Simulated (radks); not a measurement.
Q: Radial electron density D(r) = 4 pi r^2 rho(r) of an atom or ion with 24 electrons. Calculated with a radial shooting solver on a logarithmic mesh with Libxc functionals: non-relativistic Kohn-Sham, r2SCAN, spin-polarised, spherical densities, point nucleus; meta-GGA in the generalised Kohn-Sham scheme.

| r (bohr) | D(r) (e/bohr) | spin D(r) |
|---|---|---|
| 0.008142 | 5.253 | 0.00141 |
| 0.009329 | 6.515 | 0.00174 |
| 0.01069 | 8.013 | 0.00212 |
| 0.01224 | 9.763 | 0.00256 |
| 0.01403 | 11.77 | 0.00305 |
| 0.01607 | 14.01 | 0.00357 |
| 0.01856 | 16.60 | 0.00413 |
| 0.02127 | 19.16 | 0.00460 |
| 0.02436 | 21.72 | 0.00496 |
| 0.02791 | 24.12 | 0.00512 |
| 0.03198 | 26.18 | 0.00497 |
| 0.03664 | 27.69 | 0.00439 |
| 0.04198 | 28.49 | 0.00327 |
| 0.04809 | 28.47 | 0.00155 |
| 0.0551 | 27.63 | -0.000729 |
| 0.06312 | 26.15 | -0.00337 |
| 0.07232 | 24.37 | -0.00587 |
| 0.08285 | 22.77 | -0.00737 |
| 0.09492 | 21.88 | -0.00646 |
| 0.1088 | 22.10 | -0.00107 |
| 0.1246 | 23.58 | 0.0118 |
| 0.1427 | 26.04 | 0.0364 |
| 0.1635 | 28.79 | 0.0783 |
| 0.1874 | 30.83 | 0.145 |
| 0.2147 | 31.23 | 0.244 |
| 0.2459 | 29.43 | 0.390 |
| 0.2818 | 25.54 | 0.595 |
| 0.3228 | 20.43 | 0.871 |
| 0.3698 | 15.42 | 1.23 |
| 0.4237 | 11.81 | 1.66 |
| 0.4855 | 10.30 | 2.14 |
| 0.5562 | 10.71 | 2.63 |
| 0.6372 | 12.12 | 3.06 |
| 0.73 | 13.28 | 3.34 |
| 0.8364 | 13.30 | 3.41 |
| 0.9582 | 12.01 | 3.27 |
| 1.098 | 9.788 | 2.98 |
| 1.258 | 7.275 | 2.61 |
| 1.453 | 4.910 | 2.20 |
| 1.664 | 3.246 | 1.83 |
| 1.907 | 2.151 | 1.51 |
| 2.184 | 1.487 | 1.24 |
| 2.503 | 1.083 | 1.000 |
| 2.867 | 0.8099 | 0.787 |
| 3.285 | 0.5950 | 0.590 |
| 3.763 | 0.4131 | 0.412 |
| 4.312 | 0.2630 | 0.263 |
| 4.94 | 0.1500 | 0.150 |
| 5.659 | 0.07489 | 0.0749 |
| 6.484 | 0.03211 | 0.0321 |
| 7.428 | 0.01163 | 0.0116 |
| 8.511 | 0.003501 | 0.00350 |
| 9.751 | 0.0008599 | 0.000860 |
| 11.17 | 0.0001689 | 0.000169 |

What is the nuclear charge?

A: Z = 24. The innermost maximum, from 1s, lies near 1/Z = 0.0417 bohr (found: 0.0447), and its height grows with Z. The density is that of neutral chromium in [Ar] 3d5 4s1; the configuration itself is not fixed sharply by these data, and Z only to about a unit. D(r) has 3 maxima, at r = 0.0447, 0.206, 0.785 bohr, and minima at 0.0988, 0.501 bohr, inside which lie 2.12, 10.56 electrons.
